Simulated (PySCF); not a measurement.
A calculated (BHandHLYP, PySCF 2.14, aug-cc-pwCVTZ-DK, scalar relativity by spin-free X2C-1e) atom or ion has these occupied shells.

```csv
shell,electrons,orbital energy (eV),"rms radius, mean of both spins (bohr)"
1s α,1,-8953.9,0.0601
1s β,1,-8953.8,0.0601
2s α,1,-1106.3,0.255
2s β,1,-1105.4,0.255
2p α,3,-954.07,0.228
2p β,3,-953.27,0.228
3s α,1,-136.27,0.762
3s β,1,-134.07,0.762
3p α,3,-90.497,0.810
3p β,3,-88.135,0.810
3d α,5,-17.124,1.08
3d β,4,-15.770,1.08
4s α,1,-9.226,2.89
4p α,1,-3.928,4.03
```

Question: Name the element and its charge.

Answer: Cu (copper, neutral), in [Ar] 3d9 4s1 4p1, one real determinant (an excited configuration).
